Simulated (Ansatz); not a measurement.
`F[SiH2]NP` + `C[SiH2]O` → `C[SiH2]OP` + `N[SiH2]F`  (ligand exchange at a P–N bond)

Isolated molecules relaxed with PBE0-D4/def2-TZVP in Ansatz; ΔE leaves out vibrations. CCSD(T)/CBS adds triple-zeta CCSD(T) − MP2 to the extrapolated MP2 energy (def2 sets, frozen cores). This one scheme is used for every species. DFT in def2-TZVPP. B3LYP here is the variant with VWN-RPA as its local correlation; programs differ in this. Each species was taken in one conformer, which may not be the lowest.

`F[SiH2]NP`:

Cartesian coordinates in Å:
```
F -1.324 1.193 1.239
Si -0.143 0.117 1.162
N 0.762 0.251 -0.280
P 0.300 -0.232 -1.861
H 0.759 0.378 2.308
H -0.797 -1.208 1.198
H 1.614 0.789 -0.270
H -0.140 -1.555 -1.579
H -1.031 0.269 -1.918
```

`C[SiH2]O`:

```xyz
9

C     0.628    0.927    0.349
Si   -0.589   -0.267   -0.402
O    -0.031   -1.821   -0.411
H     0.239    1.948    0.293
H     1.583    0.898   -0.182
H     0.814    0.700    1.402
H    -0.830    0.062   -1.829
H    -1.876   -0.180    0.348
H     0.061   -2.266    0.432
```

`C[SiH2]OP`:

```xyz
11

C     1.491    0.483   -0.708
Si    0.426   -0.901   -0.072
O    -1.157   -0.427    0.061
P    -1.778    0.611    1.172
H     1.484    1.329   -0.016
H     1.142    0.831   -1.683
H     2.526    0.146   -0.816
H     0.916   -1.353    1.259
H     0.414   -2.048   -1.012
H    -2.518    1.454    0.292
H    -2.947   -0.125    1.523
```

`N[SiH2]F`:

```xyz
7

N     0.880   -0.539   -0.182
Si   -0.603    0.249    0.052
F    -0.511    1.612    0.895
H     1.548   -0.224   -0.866
H     1.316   -1.081    0.545
H    -1.488   -0.647    0.828
H    -1.142    0.629   -1.272
```

```csv
level,ΔE (kJ/mol),difference from CCSD(T)/CBS
r2SCAN-D4,-12.7,-1.0
PBE0-D4,-9.7,2.0
B3LYP-D4,-14.9,-3.2
ωB97X-V,-13.1,-1.4
ωB97M-V,-12.8,-1.1
r2SCAN,-12.5,-0.8
PBE0,-9.7,2.0
HF/def2-TZVPP,-18.4,-6.7
SCS-MP2/def2-TZVPP,-12.4,-0.7
CCSD/def2-TZVPP,-11.8,-0.1
CCSD(T)/def2-TZVPP,-11.0,0.7
MP2/def2-QZVPP,-10.5,1.2
SCS-MP2/def2-QZVPP,-13.1,-1.4
HF/CBS(def2),-19.7,-8.0
MP2/CBS(def2),-10.4,1.3
CCSD/CBS(def2),-12.5,-0.8
CCSD(T)/CBS,-11.7,0
```

Largest T1 diagnostic among the species: 0.012.

In def2-TZVPP, CCSD(T) changes the Hartree–Fock value by +7.3 kJ/mol (the triples alone add +0.8 kJ/mol) and MP2 by +8.7 kJ/mol.
